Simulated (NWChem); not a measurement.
System: CoHOBr, quartet; SMILES [Co]([OH])[Br]

Here is an NWChem input.

```
start job
memory heap 200 mb stack 900 mb global 1100 mb
geometry units angstroms
  Co     0.010725    -0.940482    -0.073965
  Br    -0.012155     1.321498     0.082207
  O      0.028923    -2.662082    -0.198533
  H     -0.078015    -3.368137     0.442190
end
basis spherical
  Co library sto-3g
  Br library sto-3g
  O library sto-3g
  H library sto-3g
end
dft
  odft
  mult 4
  xc hfexch
  iterations 150
end
driver
  maxiter 120
end
task dft optimize
task dft freq
```

This build's default masses of Se (78.918 u) and Br (79.917 u) are each other's, which moves their modes by up to 0.6 %. The spin multiplicity was typed, not searched, and may not be the lowest. The determinant is spin-contaminated (<S²> = 4.74). No stability test was run on the SCF state.

The level has its own optimisation; frequencies are unscaled.

Predict the main results of this run. (UHF/STO-3G.) Quantities: r Br–Co (Å); r Co–O (Å); r H–O (Å); highest harmonic frequency (cm⁻¹); lowest (cm⁻¹); zero-point energy (kcal/mol); dipole (D).


| Item | Value |
|---|---|
| r Br–Co (Å) | 2.380 |
| r Co–O (Å) | 1.599 |
| r H–O (Å) | 0.958 |
| highest harmonic frequency (cm⁻¹) | 4532 |
| lowest (cm⁻¹) | 192 |
| zero-point energy (kcal/mol) | 10.3 |
| dipole (D) | 3.26 |
